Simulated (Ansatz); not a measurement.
C5H8OS, SMILES `O=C1CCSCC1`: the same geometry under several functionals.

```yaml
crystal:
  periodic: [false, false, false]
  atoms:
    - {symbol: O, position_ang: [-0.590196, -2.070387, 1.093008]}
    - {symbol: C, position_ang: [-0.231297, -0.959850, 0.788894]}
    - {symbol: C, position_ang: [1.202090, -0.665425, 0.413236]}
    - {symbol: C, position_ang: [1.327166, 0.040926, -0.933149]}
    - {symbol: S, position_ang: [0.437302, 1.605599, -0.983911]}
    - {symbol: C, position_ang: [-1.187080, 0.956843, -0.556009]}
    - {symbol: C, position_ang: [-1.191456, 0.206435, 0.772208]}
    - {symbol: H, position_ang: [1.746310, -1.612381, 0.407822]}
    - {symbol: H, position_ang: [1.629811, -0.021634, 1.189777]}
    - {symbol: H, position_ang: [0.969074, -0.604640, -1.740592]}
    - {symbol: H, position_ang: [2.371654, 0.277302, -1.144112]}
    - {symbol: H, position_ang: [-1.542095, 0.310234, -1.363969]}
    - {symbol: H, position_ang: [-1.856611, 1.817609, -0.509746]}
    - {symbol: H, position_ang: [-2.188075, -0.179257, 0.997855]}
    - {symbol: H, position_ang: [-0.896597, 0.898615, 1.568679]}
basis:
  gaussian: {orbitals: def2-TZVPP}
hamiltonian: {xc: {name: wB97X-V}}
output: {orbitals: {seedname: orbitals}}
```

```sh
$ ansatz run in.yaml --threads 2 --pin off --events-out ev --progress --plain --max-ram 32768MiB --backend cuda --devices 0, --max-vram 18GiB
```

It prints (some lines left out):

```
Functional definition: wB97X-V
1814 factors; their error is unknown
435 factors; integrals over basis functions are off by at most 6.9e-6 eV
mean field evaluation 1: about -18191.9941 eV, gradient 5.3e1 eV
mean field evaluation 2: about -18193.3909 eV, gradient 5.0e1 eV
mean field evaluation 4: about -18197.5799 eV, gradient 3.6e0 eV
mean field evaluation 8: about -18197.6149 eV, gradient 7.5e-2 eV
mean field evaluation 16: about -18197.5943 eV, gradient 6.0e-5 eV
mean field -18197.59427959 eV, -668.7492550026 hartree, gradient 6.0e-5 eV, S^2 0.000000; 0 other end points of the search recorded, 0 dependent functions left out
reference -18197.59427753 eV, -668.7492549269 hartree; 31, 31 occupied and 309, 309 virtual orbitals, 1814 factors
Total energy: -18197.59427753 eV, -668.7492549269 hartree
```

Run time 16 s (2 threads of an AMD EPYC 7R13 on a shared host and a share of an NVIDIA H100 80 GB); peak host memory 0.93 GiB.

The same input with `hamiltonian: {xc: {name: B3LYP}, dispersion: d4}` and forces (abridged; 18 s):

```
Functional definition: B3LYP
mean field evaluation 16: about -18201.7696 eV, gradient 6.3e-4 eV
mean field -18201.76964697 eV, -668.9026969235 hartree, gradient 2.0e-5 eV, S^2 0.000000
Total energy: -18202.42617253 eV, -668.9268237930 hartree
Atom 0 force    -0.097975    -0.297655     0.070366 eV/Å
Atom 1 force     0.038612     0.104069     0.004220 eV/Å
Atom 2 force     0.200603    -0.103230     0.159119 eV/Å
Atom 3 force     0.229727    -0.140161    -0.216777 eV/Å
Atom 4 force     0.118560     0.374634    -0.119972 eV/Å
Atom 5 force    -0.312905     0.057416    -0.135594 eV/Å
Atom 6 force    -0.170274     0.031850     0.214911 eV/Å
Atom 7 force    -0.019333     0.060819     0.005765 eV/Å
Atom 8 force    -0.008377    -0.047721    -0.040854 eV/Å
Atom 9 force     0.032178     0.026051     0.050843 eV/Å
Atom 10 force    -0.064177    -0.031950     0.004490 eV/Å
Atom 11 force     0.006077     0.035365     0.054681 eV/Å
Atom 12 force     0.028011    -0.065340    -0.009505 eV/Å
Atom 13 force     0.053956     0.034104    -0.005074 eV/Å
Atom 14 force    -0.034684    -0.038249    -0.036617 eV/Å
Dipole moment:     0.090338     0.292349    -0.107589 e Å
```

Changing it to `hamiltonian: {xc: r2scan, dispersion: d4}` and forces (abridged; 13 s):

```
Functional definition: r2SCAN
mean field evaluation 16: about -18196.2941 eV, gradient 8.1e-4 eV
mean field -18196.29406297 eV, -668.7014729231 hartree, gradient 6.4e-5 eV, S^2 0.000000
Total energy: -18196.39841525 eV, -668.7053077987 hartree
Atom 0 force    -0.144645    -0.444837     0.116642 eV/Å
Atom 1 force     0.085070     0.257503    -0.058675 eV/Å
Atom 2 force     0.105024    -0.054186     0.116054 eV/Å
Atom 3 force     0.122597    -0.046321    -0.143904 eV/Å
Atom 4 force     0.079368     0.238893    -0.051571 eV/Å
Atom 5 force    -0.156451     0.055242    -0.102267 eV/Å
Atom 6 force    -0.080631     0.013410     0.144054 eV/Å
Atom 7 force     0.001121    -0.001729    -0.001585 eV/Å
Atom 8 force     0.005308     0.008883    -0.003760 eV/Å
Atom 9 force    -0.006871    -0.013510     0.004355 eV/Å
Atom 10 force    -0.006300    -0.002862    -0.009043 eV/Å
Atom 11 force    -0.002396    -0.015329     0.003604 eV/Å
Atom 12 force     0.000518    -0.005155    -0.010225 eV/Å
Atom 13 force    -0.002358    -0.000475    -0.000912 eV/Å
Atom 14 force     0.000645     0.010472    -0.002768 eV/Å
Dipole moment:     0.084107     0.272097    -0.099946 e Å
```

Changing it to `hamiltonian: {xc: pbe0, dispersion: d4}` (abridged; 14 s):

```
Functional definition: PBE0
mean field evaluation 16: about -18188.8978 eV, gradient 8.0e-5 eV
mean field -18188.89782486 eV, -668.4296661859 hartree, gradient 8.0e-5 eV, S^2 0.000000
Total energy: -18189.24382545 eV, -668.4423814731 hartree
```

B3LYP takes the VWN-RPA correlation (the form of Gaussian; ORCA's B3LYP/G).
